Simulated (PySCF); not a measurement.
A GIAO shielding run with PySCF 2.14.0 with density-fitted response routines (density fitting, non-relativistic, gas phase) on SMILES COC[SiH2]CC(=O)OC, C$_{5}$H$_{12}$O$_{3}$Si:

```
$ OMP_NUM_THREADS=1 python probes_run.py task.json out

{"job": {"kind": "nmr", "xc": "PBE0", "basis": "pcSseg-1"}, "charge": 0, "multiplicity": 1}
C     -3.179232     0.843977    -0.609164
O     -2.668952     0.301942     0.576207
C     -1.260178     0.141502     0.573220
Si    -0.622838    -1.195076    -0.647284
C      1.118160    -1.746395    -0.064990
C      2.005410    -0.554461    -0.037740
O      2.684467    -0.159042    -0.949673
O      1.911567     0.089571     1.142513
C      2.663712     1.286812     1.268917
H     -2.706362     1.806294    -0.843263
H     -4.244450     0.996154    -0.445361
H     -3.034090     0.166392    -1.459090
H     -0.782634     1.114260     0.379545
H     -1.011602    -0.136843     1.600233
H     -0.509011    -0.672902    -2.014734
H     -1.500702    -2.367978    -0.612793
H      1.061706    -2.185250     0.927621
H      1.518030    -2.473455    -0.765397
H      3.724740     1.057374     1.388073
H      2.537601     1.909519     0.380884
H      2.285736     1.794548     2.152846
```

Hardware: 1 thread of an Arm Neoverse V1, shared host. The job also computes population analyses, field gradients.

(1) How large is the calculation?

(2) How long does it take, and how much memory does it need?

## Answers

(1) 80 electrons, 220 basis functions and 1163 auxiliary functions.

(2) 41 s of wall time, with 14 SCF cycles and 5 response iterations; peak memory 0.99 GiB. Times on a shared host scatter by some tens of per cent.
